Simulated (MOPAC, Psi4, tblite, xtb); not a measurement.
Intermolecular potential of H6B3N3 ··· Cl- (SMILES B1NBNBN1 and [Cl-]) (charge -1). Monomers: optimised at B3LYP-D3(BJ) (def2-TZVP), held rigid. Orientation: lowest of the rigid-body minima from ten starts at GFN2-xTB. The monomers approach along the line of their centres of mass (distance R); nothing else relaxes.

Computed with: GFN1-xTB (xtb); GFN2-xTB (tblite); PM3, restricted, heats of formation (MOPAC); SAPT0/jun-cc-pVDZ, frozen core (Psi4).

Interaction energies in kJ/mol; the last columns give the difference from SAPT0:

| R / Å | GFN1-xTB | GFN2-xTB | PM3 | SAPT0/jun-cc-pVDZ | GFN1-xTB − SAPT0/jun-cc-pVDZ | GFN2-xTB − SAPT0/jun-cc-pVDZ | PM3 − SAPT0/jun-cc-pVDZ |
|---|---|---|---|---|---|---|---|
| 4.21 | -8.79 | -7.74 | -49.96 | -14.85 | 6.06 | 7.11 | -35.11 |
| 4.39 | -22.31 | -21.40 | -43.92 | -32.77 | 10.46 | 11.37 | -11.15 |
| 4.58 | -26.57 | -24.57 | -37.58 | -39.55 | 12.98 | 14.98 | 1.97 |
| 4.80 | -25.45 | -22.57 | -32.70 | -39.94 | 14.49 | 17.36 | 7.24 |
| 4.99 | -22.44 | -19.55 | -27.46 | -37.34 | 14.90 | 17.79 | 9.87 |
| 5.27 | -17.46 | -15.32 | -19.98 | -31.84 | 14.37 | 16.52 | 11.86 |
| 5.60 | -12.61 | -11.47 | -13.95 | -25.35 | 12.73 | 13.88 | 11.39 |
| 6.05 | -8.35 | -7.88 | -9.38 | -18.31 | 9.96 | 10.44 | 8.93 |
| 6.77 | -4.90 | -4.46 | -5.68 | -11.25 | 6.35 | 6.79 | 5.57 |
| 7.76 | -2.66 | -2.15 | -3.12 | -6.32 | 3.66 | 4.17 | 3.20 |
| 9.11 | -1.29 | -0.86 | -1.53 | -3.30 | 2.00 | 2.43 | 1.77 |

GFN1-xTB is furthest from SAPT0/jun-cc-pVDZ at 4.99 (14.90 kJ/mol, above); its mean absolute difference over the points is 9.82 kJ/mol.

GFN2-xTB is furthest from SAPT0/jun-cc-pVDZ at 4.99 (17.79 kJ/mol, above); its mean absolute difference over the points is 11.17 kJ/mol.

PM3 is furthest from SAPT0/jun-cc-pVDZ at 4.21 (-35.11 kJ/mol, below); its mean absolute difference over the points is 9.82 kJ/mol.
